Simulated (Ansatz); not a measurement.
Basis-set series for `[NH2][Zr]([F])([Cl])[I]`. Total charge 0; spin multiplicity 1. Zr, I: def2 effective core potential. The geometry is a stationary point of PBE0-D4/def2-TZVP. It is one conformer, not always the lowest.

```xyz
7

N     0.7049    0.2021    1.0488
Zr   -0.3588   -0.2763   -0.5679
F    -1.0423   -2.0072   -0.2604
Cl    1.0506   -0.1366   -2.4355
I    -2.3840    1.5293   -0.8352
H     1.3297    0.9946    1.1260
H     0.7000   -0.3059    1.9241
```

```tsv
functional	basis	functions	energy (Eh)	HOMO (eV)	LUMO (eV)
PBE0-D4	def2-TZVPP	238	-960.83453	-7.72	-2.01
PBE0-D4	def2-QZVPP	407	-960.86086	-7.74	-2.01
ωB97M-V	def2-TZVPP	238	-960.96875	-9.80	0.06
ωB97M-V	def2-QZVPP	407	-960.99371	-9.82	0.04
```

(1) Give the rows for def2-SVP. (An estimate is asked.)

Answers

(1) Computed: 
| functional | basis | functions | energy (Eh) | HOMO (eV) | LUMO (eV) |
| --- | --- | --- | --- | --- | --- |
| PBE0-D4 | def2-SVP | 113 | -960.46626 | -7.67 | -1.95 |
| ωB97M-V | def2-SVP | 113 | -960.59684 | -9.72 | 0.16 |

Positive LUMOs are unbound and depend on the basis.
